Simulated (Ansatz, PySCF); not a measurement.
phosphoric acid cation (H3O4P), SMILES O=P(O)(O)O (connectivity only; charge and spin as stated), charge +1, multiplicity 2. Atoms are numbered in the order given.

```xyz
8

O      0.8903     0.0971     1.2857
P      0.0928     0.0124    -0.0503
O      1.1198    -0.2975    -1.2127
O     -0.8920    -1.2115    -0.1803
O     -0.7512     1.3190    -0.1566
H      0.6546     0.7679     1.9600
H     -0.5642    -2.1273    -0.0478
H     -1.3224     1.4889    -0.9338
```
Charge +1, spin multiplicity 2.

The structure is a stationary point at TPSSh-D3(BJ)/def2-SVP. The multiplicity is an assumed one; other spin states were not compared. The values are those of a single conformer.

Two levels are set side by side: PBE-D3(BJ)/def2-SVP (Ansatz, a program for electronic structure) and TPSSh-D3(BJ)/def2-SVP (PySCF). Each level has its own optimised geometry; the coordinates shown are those of the second. Frequencies come from the Hessian of PySCF at each geometry. Differences are taken from unrounded values.

| quantity | TPSSh-D3(BJ) | PBE-D3(BJ) | PBE-D3(BJ) minus TPSSh-D3(BJ) |
|---|---|---|---|
| mean bond length (Å) | 1.317 | 1.326 | 0.009 |
| bond O1–P2 (Å) | 1.558 | 1.574 | 0.016 |
| bond P2–O3 (Å) | 1.582 | 1.568 | -0.014 |
| bond P2–O4 (Å) | 1.576 | 1.604 | 0.028 |
| bond P2–O5 (Å) | 1.559 | 1.574 | 0.014 |
| bond O1–H6 (Å) | 0.980 | 0.986 | 0.006 |
| bond O4–H7 (Å) | 0.982 | 0.989 | 0.008 |
| bond O5–H8 (Å) | 0.979 | 0.985 | 0.006 |
| highest harmonic wavenumber (cm⁻¹) | 3699 | 3627 | -72 |
| mean harmonic wavenumber (cm⁻¹) | 1124 | 1092 | -32 |
| zero-point energy (kcal/mol) | 28.92 | 28.11 | -0.82 |

Exact exchange shortens and stiffens bonds; PBE has none. Differences between two approximate levels are no errors against the true value.
